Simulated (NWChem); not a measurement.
TiNH$_{2}$SCl; SMILES [NH2][Ti](=[S])[Cl]

```xyz
6

Ti     0.2343     0.0792    -0.1315
S     -0.9923     1.7106     0.0537
Cl    -0.4981    -2.0154     0.0511
N      2.0080     0.5437     0.1036
H      2.7650    -0.1372     0.1742
H      2.3698     1.4809     0.2660
```
Atoms are numbered in this order, from 1.

Computed with NWChem. All runs use the structure optimised with PBE0/def2-SVP. Total energies compare along this basis series because the functional is fixed.

```tsv
level	basis functions	energy (Ha)	highest occupied level (eV)	orbital gap (eV)	dipole (D)
Hartree-Fock/pcseg-1	91	-1760.9354	-10.28	10.19	4.14
Hartree-Fock/aug-pcseg-1	142	-1760.9585	-10.14	10.03	4.07
Hartree-Fock/pcseg-2	182	-1761.2036	-10.04	10.13	4.26
Hartree-Fock/STO-3G	43	-1742.6414	-6.37	10.88	3.89
Hartree-Fock/def2-SVP	91	-1760.7233	-9.94	10.22	4.19
```
